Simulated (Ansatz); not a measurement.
One change: `OCO[SiH2]F` becomes `OCO`.

Ansatz, PBE0-D4/def2-TZVP geometries, multiplicity 1. Each molecule was computed in one conformer, which needn't be the lowest.

```csv
property,`OCO[SiH2]F`
HOMO–LUMO gap (B3LYP/def2-TZVPP) / eV,8.96
HOMO–LUMO gap (ωB97M-V/def2-TZVPP) / eV,13.45
size of the dipole moment (ωB97M-V/def2-TZVPP) / D,2.15
size of the dipole moment (B3LYP/def2-TZVPP) / D,2.16
HOMO energy (PBE0/def2-TZVPP) / eV,-8.80
HOMO energy (ωB97M-V/def2-TZVPP) / eV,-11.22
```

**Question.** What does the change do to each property? (Estimate.)

**Answer.** Computed: 
| property | `OCO` | shift |
| --- | --- | --- |
| HOMO–LUMO gap (B3LYP/def2-TZVPP) / eV | 8.72 | -0.24 |
| HOMO–LUMO gap (ωB97M-V/def2-TZVPP) / eV | 13.28 | -0.17 |
| size of the dipole moment (ωB97M-V/def2-TZVPP) / D | 0.21 | -1.94 |
| size of the dipole moment (B3LYP/def2-TZVPP) / D | 0.20 | -1.96 |
| HOMO energy (PBE0/def2-TZVPP) / eV | -8.29 | 0.51 |
| HOMO energy (ωB97M-V/def2-TZVPP) / eV | -10.77 | 0.45 |

With PBE0 the HOMO rises by 0.51 eV and the LUMO rises by 0.40 eV, so the gap narrows by about 0.11 eV. PBE moves the HOMO by 0.60 eV and ωB97M-V by 0.45 eV. Dipoles are sizes alone; their direction can turn.

B3LYP here is the variant with VWN-RPA as its local correlation; programs differ in this.
